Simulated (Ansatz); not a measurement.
Reaction (formal exchange of groups at a Zr–Cl bond): zirconium tetrachloride + `CC=C=S` → `[CH3][Zr]([Cl])([Cl])[Cl]` + `S=C=CCl`

Computed with Ansatz on PBE0-D4/def2-TZVP structures; ΔE is electronic, products minus reactants. CCSD(T)/CBS adds triple-zeta CCSD(T) − MP2 to the extrapolated MP2 energy (def2 sets, frozen cores). Functionals use def2-TZVPP. HSE06 is defined as in plane-wave codes. def2 core potentials past Kr. For Zr outer-core shells are correlated without core-valence functions, which leaves a few kJ/mol of doubt a bond.

| level | ΔE (kcal/mol) |
| --- | --- |
| LDA (SPW92) | 56.9 |
| r2SCAN-D4 | 58.3 |
| r2SCANh-D4 | 58.6 |
| HSE06-D4 | 57.5 |
| RPA@PBE/def2-TZVPP | 55.9 |
| HF/def2-SVP | 65.4 |
| CCSD/def2-SVP | 61.3 |
| MP2/def2-QZVPP | 58.8 |

What does CCSD(T)/CBS give? (Best estimate.)

Ansatz gave: +57.7 kcal/mol. The listed levels differ from it by -0.8, 0.6, 0.9, -0.2, -1.8, 7.7, 3.6, 1.1 kcal/mol.

Largest T1 diagnostic among the species: 0.016.

Leaving LDA and LC-ωPBE aside and taking each functional with its dispersion term where it has one, the values, not all of them listed here, spread over 3.8 kcal/mol, from revPBE-D4 to BHLYP-D4. In def2-TZVPP, CCSD(T) changes the Hartree–Fock value by −4.4 kcal/mol (the triples alone add +0.0 kcal/mol) and MP2 by −3.3 kcal/mol. From PBE to PBE0 (25 % exact exchange), in def2-TZVPP and without D4, ΔE moves by +1.5 kcal/mol.
